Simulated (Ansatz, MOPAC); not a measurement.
Species: AlH, charge 0, multiplicity 1. SMILES: [AlH]

Atoms: Al1, H2. Bonds: Al1-H2.

Bond lengths (Å) and angles (degrees) optimised at PM3 with MOPAC; PM7 with MOPAC; HF/STO-3G with Ansatz (an electronic-structure program); HF/3-21G with Ansatz; B3LYP/LANL2DZ with Ansatz; B3LYP/6-31G* with Ansatz, each started from the B3LYP-D3(BJ)/def2-TZVP structure (Ansatz) of the last column. A row stands for all coordinates that are equal there. 6-31G* holds six Cartesian d functions.

```tsv
coordinate	PM3	PM7	HF/STO-3G	HF/3-21G	B3LYP/LANL2DZ	B3LYP/6-31G*	B3LYP-D3(BJ)/def2-TZVP
Al1-H2	1.663	1.620	1.556	1.677	1.698	1.673	1.662
```

Mean signed difference of all 1 bond lengths from B3LYP-D3(BJ)/def2-TZVP: PM3 0.001 Å, PM7 -0.041 Å, HF/STO-3G -0.106 Å, HF/3-21G 0.015 Å, B3LYP/LANL2DZ 0.036 Å, B3LYP/6-31G* 0.011 Å.
